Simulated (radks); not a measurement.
Values are calculated unless marked as measured or tabulated.
Question: These are the eigenvalues of the occupied orbitals of an atom or ion with whole-number occupations (hartree). Code: a radial shooting solver on a logarithmic mesh with Libxc functionals. Model: scalar-relativistic Kohn-Sham, r2SCAN, spin-polarised, spherical densities, finite nucleus; meta-GGA in the generalised Kohn-Sham scheme; Fermi nuclear charge, rms radius of each element as measured or else 0.836 A^(1/3) + 0.57 fm.

1s up: -3339.501
1s down: -3339.267
2s up: -746.1034
2s down: -746.0317
2p up: -668.6124
2p down: -668.4412
3s up: -294.6454
3s down: -294.1172
3p up: -271.8045
3p down: -271.2709

Which element is it, and in what charge state? The configuration may be excited. Open shells, if any, are filled with parallel spins first.

Answer: Z = 81, thallium, charge +64: Tl64+ in [Ne] 3s2 3p5. The list shows which subshells hold electrons but not how many an open one holds; the 1s level, -3339.5 hartree, gives Z - s = 81.7 by -(Z - s)^2/2, which with screening and relativity narrows Z to a few neighbours, and the depths of the outer levels then fix element, charge and occupations together.
